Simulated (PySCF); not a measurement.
FH3N2SW, SMILES [NH]=[W]([NH2])([F])=[S], multiplicity 1.

Geometry: PBE-D3(BJ)/def2-SVP. The multiplicity is an assumed one; no other spin state was optimised. The structure was generated by enumeration; whether it is a known compound was not checked. The def2 effective core potentials stand for the cores of W; spin–orbit coupling is left out. The values are those of a single conformer.

Method: PySCF with B3LYP/def2-TZVP.

Isolated molecule, no solvent.

Computed frontier levels, gap, dipole moment and polarisability:
- highest occupied level: -7.23 eV
- lowest empty level: -2.22 eV
- orbital gap: 5.01 eV
- dipole moment: 3.42 D
- quadrupole, principal values (traceless, Buckingham form, about the centre of nuclear charge): -11.92, 0.81, 11.11 D·Å
- mean static polarisability: 75.2 bohr³ (11.14 Å³)
- polarisability, principal values: 59.2, 72.6, 93.7 bohr³
